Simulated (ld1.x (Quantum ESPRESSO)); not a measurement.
# Before and after: RRKJ potential for Cd

ld1.x (Quantum ESPRESSO) 7.5 input, shortened:

```
&input
   title='Cd', zed=48., rel=1, dft='PBESOL', iswitch=3,
   config='[Kr] 4d10 5s1.75 5p0.25'
 /
 &inputp
   pseudotype=2, tm=.false., rho0=0.01, lloc=-2, rcloc=1.80,
   nlcc=.false.
 /
3
5S  1  0   1.75   0.00  2.25  2.25  0.0
5P  2  1   0.25   0.00  2.20  2.20  0.0
4D  3  2  10.00   0.00  1.60  1.60  0.0
 &test
   configts(1)='4d10 5s1.75 5p0.25'
 /
```

Change: local potential all-electron potential smoothed inside 2.00 bohr (lloc = -2).

Cutoffs: the cutoffs (Ry, on a coarse ladder) from which the occupation-weighted sum of valence levels, in a spherical-Bessel basis at the reference potential, stays within 10 and 1 mRy of its value at 400 Ry; they do not see the model core or the augmentation charge, which bear on the density cutoff. Errors are all-electron minus pseudo energies relative to the spin-unpolarised reference configuration.

Task: How do hardness, ghosts and transferability respond?

Result: The potential gets neither clearly harder nor softer (60 Ry and 70 Ry → 60 Ry and 70 Ry); the d channel sets the loose cutoff, while the largest relative change is in s, which becomes harder; of the 7 tests that both files solve, the error grows in 2 and shrinks in 1 by more than 15 % and 0.3 meV (median size 3.3 → 3.1 meV); neither file shows a bound ghost.

```tsv
quantity	base	changed
cutoff, loose	60 Ry	60 Ry
cutoff, tight	70 Ry	70 Ry
loose cutoff by channel (10 mRy a level)	s 18 Ry, p 6 Ry, d 50 Ry	s 21 Ry, p 6 Ry, d 50 Ry
bound ghosts	none	none
error for 4d10 5s2 5p0, meV [ΔE -1.15 eV]	+0.2	+0.1
error for 4d10 5s1 5p0, meV [ΔE 8.16 eV]	-0.6	-1.2
error for 4d10 5s0 5p0, meV [ΔE 25.25 eV]	+3.3	+3.1
error for 4d8 5s0 5p0, meV [ΔE 117.29 eV]	-171	-273
error for 4d10 5s1 5p1, meV [ΔE 3.58 eV]	+0.3	+0.2
error for 4d10 5s0 5p2, meV [ΔE 8.62 eV]	+5.1	+4.6
error for 4d9 5s0 5p0, meV [ΔE 63.25 eV]	+23	-3.9
s: phases at 2.45 bohr within 0.05 rad from the reference energy up to (Ry; the scan ends near 5)	0.6	1.3
p: phases at 2.45 bohr within 0.05 rad from the reference energy up to (Ry; the scan ends near 5)	0.6	0.7
d: phases at 2.45 bohr within 0.05 rad from the reference energy up to (Ry; the scan ends near 5)	1.6	1.3
```
